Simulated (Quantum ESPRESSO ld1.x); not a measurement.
Species: Nd V. Configuration: [Xe] 4f2. Calculated with ld1.x of Quantum ESPRESSO 7.5: Dirac Kohn-Sham, PBEsol, spin-unpolarised, spherical densities, point nucleus; open shells fill j = l - 1/2 first. Some entries of the table are withheld. Estimate them.

orbital  occ.  eigenvalue (eV)  r(max) (bohr)  <r^2> (bohr^2)
1s1/2       2         -43394.4        0.01510       0.0007602
2s1/2       2         -7059.41        0.08568             (1)
2p1/2       2         -6681.58        0.06510        0.008756
2p3/2       4         -6161.96        0.07054         0.01001
3s1/2       2         -1573.66         0.2441         0.08104
3p1/2       2         -1412.35         0.2310         0.07605
3p3/2       4         -1308.68         0.2427         0.08342
3d3/2       4         -1027.60         0.1942         0.06767
3d5/2       6         -1005.20         0.1975         0.06975
4s1/2       2         -354.115         0.5646          0.4130
4p1/2       2         -293.088         0.5718          0.4379
4p3/2       4         -270.240         0.5966          0.4774
4d3/2       4         -169.712         0.6110             (2)
4d5/2       6         -165.620         0.6191             (3)
5s1/2       2         -82.9811          1.283             (4)
5p1/2       2         -65.1909          1.385           2.635
5p3/2       4         -61.4010          1.447           2.869
4f5/2       2         -50.0202         0.6344           1.004
4f7/2       0         -49.5045         0.6385           1.020

Answer. 
(1) 2s1/2 <r^2> (bohr^2): 0.01198
(2) 4d3/2 <r^2> (bohr^2): 0.5554
(3) 4d5/2 <r^2> (bohr^2): 0.5707
(4) 5s1/2 <r^2> (bohr^2): 2.186
